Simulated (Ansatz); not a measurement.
Mulliken charges of B2Cl2H4S2, SMILES `Cl[B@H-]1[SH+][B@@H-](Cl)[SH+]1` from r2SCAN/def2-TZVPP in Ansatz (PBE0-D4/def2-TZVP geometry).

| atom | x (Å) | y (Å) | z (Å) | charge (e) |
| --- | --- | --- | --- | --- |
| Cl1 | -2.216 | 1.515 | 1.006 | -0.202 |
| B2 | -0.710 | 0.543 | 0.931 | 0.036 |
| S3 | -0.930 | -1.211 | 0.067 | 0.026 |
| B4 | 0.827 | -0.743 | -0.682 | 0.036 |
| Cl5 | 1.034 | -1.204 | -2.405 | -0.202 |
| S6 | 0.602 | 1.202 | -0.396 | 0.037 |
| H7 | -0.148 | 0.345 | 1.966 | 0.020 |
| H8 | -1.671 | -0.789 | -0.976 | 0.114 |
| H9 | 1.646 | -1.155 | 0.083 | 0.020 |
| H10 | 1.650 | 1.446 | 0.408 | 0.114 |

By hand: the dipole of these point charges (1 e Å = 4.8032 D).

Σ q r = (0.269, 0.002, 0.255) e Å, of length 0.371 e Å = 1.78 D.

How does the dipole of the full density compare? (Estimate.)

Ansatz gave: (0.167, 0.049, 0.120) e Å, 1.02 D; the point charges give 1.75 times that, at 15° from its direction.

Point charges leave out the atoms' own dipoles, such as those of lone pairs, and Mulliken's split depends on the basis, so the two needn't agree.
